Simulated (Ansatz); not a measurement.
Species: SiHF, charge 1, doublet. SiHF+ (parent SMILES F[SiH], doublet).
B3LYP-D3(BJ)/def2-TZVP minimum from Ansatz (an electronic-structure program):
```xyz
3

Si    -0.2631    -0.3345     0.3603
H     -1.0759    -1.3298    -0.4510
F      0.5288     0.6681    -0.5104
```
Charge +1, spin multiplicity 2.

Total energies in aug-cc-pV(T+d)Z, 11 correlated electrons, 6 frozen orbitals. UHF or UKS for unpaired electrons; spin-orbit terms are left out. Cores are frozen in correlated methods. No relativity. The spin of HFSi+ (parent SMILES F[SiH], doublet) was assumed, and the state is the lowest solution found for it.

```csv
method,program,energy (Eh),minus CCSDT(Q) (mEh)
HF,Ansatz,-388.70323,353.40
MP2,Ansatz,-389.03389,22.75
CCSD,Ansatz,-389.04447,12.16
CCSD(T),Ansatz,-389.05573,0.90
CCSDT(Q),Ansatz,-389.05663,0.00
```
